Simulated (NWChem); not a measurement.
Correlation energy of F$_{3}$In

```
In
F 1 1.9351
F 1 1.9351 2 120.01
F 1 1.9351 2 120.01 3 180.00
```
Charge 0, spin multiplicity 1.

All runs are NWChem calculations. The geometry was optimised at PBE0/def2-SVP with def2 effective core potentials on In, a minimum by its harmonic frequencies.

Basis set: def2-SVP. Each correlation energy counts from its own Hartree-Fock reference.

```
method        correlation energy (mHa)  difference from CCSD(T)
------------  ------------------------  -----------------------
MP2                             -649.4                    +13.2
SCS-MP2                         -621.0                    +41.7
CR-CCSD[T]                      -662.4                     +0.2
CR-CCSD(T)                      -660.3                     +2.3
CCSD                            -651.5                    +11.1
CCSD+T(CCSD)                    -665.4                     -2.8
CCSD(T)                         -662.6                      0.0
```

The values span 44.4 mHa, from CCSD+T(CCSD) (lowest) to SCS-MP2 (highest). 

Effective core potentials replace the inner electrons of In; spin-orbit coupling is left out. The correlated methods keep 7 core orbitals frozen. The structure started from a generated list of species. No row is a measurement; the coupled-cluster row has its own basis-set and correlation limits.
